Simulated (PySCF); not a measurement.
Computed properties of MgFCl, SMILES [F][Mg][Cl]

MgFCl, SMILES [F][Mg][Cl]. Geometry optimised at B3LYP-D3(BJ)/def2-TZVP. Other conformers were not sampled. All values are computed for the isolated molecule unless a solvent is named; none is compared with measurement here.

**Structure.** The optimised structure has C∞v symmetry. All 4 harmonic modes at B3LYP-D3(BJ)/def2-TZVP (PySCF) are real, so it is a minimum. With heavy atoms numbered as in [Mg:1]([F:2])[Cl:3], the shortest bond between them is Mg1–F2 at 1.750 Å and the longest Mg1–Cl3 at 2.176 Å.

**Vibrations.** The strongest infrared lines (harmonic, unscaled, degenerate partners summed) lie at 135 cm⁻¹ (177 km/mol, Mg 65 %, F 26 %, Cl 9 %), 787 cm⁻¹ (144 km/mol, Mg 57 %, F 40 %), 397 cm⁻¹ (7 km/mol, Cl 52 %, F 36 %, Mg 12 %). The softest mode is at 135 cm⁻¹ and the zero-point energy is 2.1 kcal/mol.

**Electronic structure.** PBE0/def2-TZVPD (PySCF) places the frontier levels at -9.05 and -1.80 eV, a gap of 7.25 eV, and gives a dipole moment of 0.06 D and a mean polarisability of 33.5 bohr³. PBE/def2-TZVPD (PySCF) at the same geometry gives -7.68 and -2.55 eV, so its gap is 2.12 eV narrower. An orbital gap is neither the optical nor the fundamental gap.

**Excitations.** TDA-CAM-B3LYP/def2-TZVPD (PySCF) has S1 at 5.99 eV (207 nm, f = 0.086, bright); the most intense of the 10 singlets computed lies at 8.69 eV (f = 0.28). Strengths of degenerate partners are summed. T1 (TDA) is at 5.73 eV, 0.26 eV under S1. No vertical singlet excitation falls in the visible range (under 3.1 eV).

**NMR.** GIAO shifts at KT2/pcSseg-2 (PySCF) (non-relativistic, atoms alike by connectivity averaged): ¹⁹F at -279.5 ppm against CFCl3. Without spin–orbit terms, shifts of atoms bonded to Cl or Br come out too high.
